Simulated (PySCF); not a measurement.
H₄OS₂Si, SMILES S[SiH](O)S (PBE0/def2-SVP optimised geometry):

```
8

Si    -0.586    -0.608     0.000
O      1.075    -0.608     0.000
S     -1.511     1.323     0.000
S     -1.134    -1.489    -1.857
H     -1.087    -1.323     1.210
H      1.511    -0.287     0.796
H     -1.840     1.265     1.309
H     -0.025    -2.261    -1.899
```

Method: PBE0/def2-TZVP in PySCF.

Task: What are the frontier orbital energies and the dipole moment?

Result: HOMO-2 -8.93 eV, HOMO-1 -7.79 eV, HOMO -7.66 eV, LUMO 0.06 eV, LUMO+1 0.25 eV; dipole moment 2.61 D.

Meta-Löwdin charges at PBE0/def2-TZVP: Si1 0.88, O2 -0.75, S3 -0.31, S4 -0.29, H5 -0.12, H6 0.36, H7 0.11, H8 0.12.
